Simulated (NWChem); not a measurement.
System meant: CH$_{3}$FMnN$_{2}$, sextet; SMILES [F][Mn]1[NH]C=[NH]->1

The following NWChem deck was run.

```
start job
memory heap 200 mb stack 900 mb global 1100 mb
geometry units angstroms noautoz
  Mn    -0.234736    -0.650941     0.000000
  F     -0.127252    -2.452627     0.000000
  C     -0.383043     1.829493     0.000000
  N     -0.341517     1.132965    -1.119577
  N     -0.341517     1.132965     1.119577
  H     -0.448860     2.933944     0.000000
  H     -0.372814     1.656429    -1.985272
  H     -0.372814     1.656429     1.985272
end
basis spherical
  * library def2-svp
end
dft
  odft
  mult 6
  xc xpbe96 cpbe96
  iterations 4
  mulliken
end
task dft energy
```

End of the output:

```
     --------------------------
     Expectation value of S2:
     --------------------------
      <S2> =      8.7577 (Exact =     8.7500)

 center of mass
 --------------
 x =   0.00000000 y =   0.00000000 z =   0.18742699

 moments of inertia (a.u.)
 ------------------
         955.068554379848           0.000000000000           0.000000000000
           0.000000000000         801.339014195900           0.000000000000
           0.000000000000           0.000000000000         153.729540183948

     Multipole analysis of the density
     ---------------------------------

     L   x y z        total         alpha         beta         nuclear
     -   - - -        -----         -----         ----         -------
     0   0 0 0     -0.000000    -31.000000    -26.000000     57.000000

     1   1 0 0     -0.000000     -0.000000      0.000000      0.000000
     1   0 1 0     -0.000000     -0.000000     -0.000000      0.000000
     1   0 0 1     -1.705884     -3.472416      1.766532      0.000000

     2   2 0 0    -27.057528    -15.476890    -11.580638      0.000000
     2   1 1 0      0.000000      0.000000      0.000000      0.000000
     2   1 0 1     -0.000000     -0.000000     -0.000000      0.000000
     2   0 2 0    -24.501893    -59.723839    -55.593601     90.815547
     2   0 1 1     -0.000000     -0.000000     -0.000000      0.000000
     2   0 0 2    -29.674950   -229.376473   -217.433869    417.135391

 ------------------------------------------------------------------------
 dft energy failed                                                                                  0
 ------------------------------------------------------------------------
 ------------------------------------------------------------------------
  current input line :
    23: task dft energy
 ------------------------------------------------------------------------
 ------------------------------------------------------------------------
 This type of error is most commonly associated with calculations not reaching convergence criteria
 ------------------------------------------------------------------------
 For more information see the NWChem manual at https://nwchemgit.github.io

0:dft energy failed:Received an Error in Communication
```

**Question.** Find the fault in this run and fix the input.

**Answer.** Convergence was not reached. Cause: the SCF was allowed too few iterations. This input runs:
```
start job
memory heap 200 mb stack 900 mb global 1100 mb
geometry units angstroms noautoz
  Mn    -0.234736    -0.650941     0.000000
  F     -0.127252    -2.452627     0.000000
  C     -0.383043     1.829493     0.000000
  N     -0.341517     1.132965    -1.119577
  N     -0.341517     1.132965     1.119577
  H     -0.448860     2.933944     0.000000
  H     -0.372814     1.656429    -1.985272
  H     -0.372814     1.656429     1.985272
end
basis spherical
  * library def2-svp
end
dft
  odft
  mult 6
  xc xpbe96 cpbe96
  iterations 150
  mulliken
end
task dft energy
```
It converges to -1399.49458 Ha (PBE/def2-SVP, spin-unrestricted).
